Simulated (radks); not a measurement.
Problem. Method: scalar-relativistic Kohn-Sham, LDA (Slater exchange, VWN5 correlation), spin-polarised, spherical densities, finite nucleus; open shells are filled with parallel spins first; Fermi nuclear charge, rms radius of each element as measured or else 0.836 A^(1/3) + 0.57 fm; computed with a radial shooting solver on a logarithmic mesh with Libxc functionals. Response by self-consistent Sternheimer equations with the Hartree and adiabatic LDA kernel, the relativistic mass of each level held fixed and spin-orbit coupling left out. For heavy and open-shell atoms this level of theory can miss by tens of per cent. Rank Ti5+, Ti, Ti+, Ti2+, Ti3+, Ti4+, Ti6+ (NIST ground configurations) by static dipole polarisability, largest first.

Solution. Ti 95.62, Ti+ 42.63, Ti2+ 5.267, Ti3+ 2.318, Ti4+ 1.495, Ti5+ 1.240, Ti6+ 1.055 bohr^3.
